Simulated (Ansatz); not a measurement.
Relaxation of C2H7B2N (12 atoms, charge 0, multiplicity 1), to a largest force component of 0.015 eV/Å in at most 40 steps.

All numbers below come from RKS PBE-D4/STO-3G in Ansatz.

```xyz
12
Properties=species:S:1:pos:R:3
B -1.455 1.409 0.295
C -0.907 0.000 0.368
C 0.285 -0.368 -0.069
B 0.830 -1.860 0.107
N 1.248 0.539 -0.673
H -2.594 1.662 0.693
H -0.890 2.371 -0.170
H -1.524 -0.717 0.809
H 1.827 -2.204 -0.213
H 0.030 -2.662 0.622
H 2.174 0.212 -0.950
H 1.054 1.563 -0.785
```

Q: Where does it end, and by what steps?

A: The forces met the threshold. Limits of this set-up: minimal basis. After 10 steps the energy has fallen by 0.712 eV; H7 moved furthest, 0.18 Å.

```json
{"step": "0", "energy less start (eV)": "0.0000", "largest force component (eV/Å)": "6.781", "accepted": "yes"}
{"step": "1", "energy less start (eV)": "-0.6197", "largest force component (eV/Å)": "1.677", "accepted": "yes"}
{"step": "2", "energy less start (eV)": "-0.6541", "largest force component (eV/Å)": "0.625", "accepted": "yes"}
{"step": "3", "energy less start (eV)": "-0.6901", "largest force component (eV/Å)": "0.582", "accepted": "yes"}
{"step": "4", "energy less start (eV)": "-0.6913", "largest force component (eV/Å)": "0.658", "accepted": "yes"}
{"step": "5", "energy less start (eV)": "-0.7066", "largest force component (eV/Å)": "0.114", "accepted": "yes"}
{"step": "6", "energy less start (eV)": "-0.7107", "largest force component (eV/Å)": "0.059", "accepted": "yes"}
{"step": "7", "energy less start (eV)": "-0.7114", "largest force component (eV/Å)": "0.049", "accepted": "yes"}
{"step": "8", "energy less start (eV)": "-0.7117", "largest force component (eV/Å)": "0.075", "accepted": "yes"}
{"step": "9", "energy less start (eV)": "-0.7120", "largest force component (eV/Å)": "0.015", "accepted": "yes"}
{"step": "10", "energy less start (eV)": "-0.7120", "largest force component (eV/Å)": "0.005", "accepted": "yes"}
```

```xyz
12
Properties=species:S:1:pos:R:3
B -1.464 1.462 0.320
C -0.959 0.040 0.347
C 0.310 -0.397 -0.111
B 0.809 -1.848 0.125
N 1.164 0.466 -0.813
H -2.556 1.724 0.676
H -0.766 2.345 -0.043
H -1.570 -0.777 0.772
H 1.928 -2.139 -0.120
H 0.073 -2.651 0.576
H 2.183 0.229 -0.869
H 0.926 1.490 -0.825
```

Whether the end is a true minimum wasn't checked by a vibrational analysis.

Time of the run: 8.8 s on 1 thread of AMD EPYC 9R45 96-Core Processor (Zen 5), with other jobs on the host, peak memory 0.14 GiB.
